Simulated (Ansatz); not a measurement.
Ga(Cl)2(vinyl) (C₂H₃Cl₂Ga), SMILES C=[CH][Ga]([Cl])[Cl].

Coordinates come from a r2SCAN-D4/def2-SVP optimisation. The structure was generated by enumeration; whether it is a known compound was not checked. One conformer was computed; it need not be the lowest.

Two levels are set side by side: PBE/def2-SVPD (Ansatz, a first-principles code) and PBE0/def2-SVPD (Ansatz). Energy differences of separate SCF runs at the same geometry; the states with an electron removed or added have multiplicity 2 and 2. Differences are taken from unrounded values.

| quantity | PBE0 | PBE | PBE minus PBE0 |
|---|---|---|---|
| vertical ionisation energy (eV) | 10.73 | 10.30 | -0.43 |
| vertical electron affinity (eV) | 0.34 | 0.39 | 0.05 |
| vertical singlet–triplet gap (eV) | 3.92 | 4.06 | 0.14 |
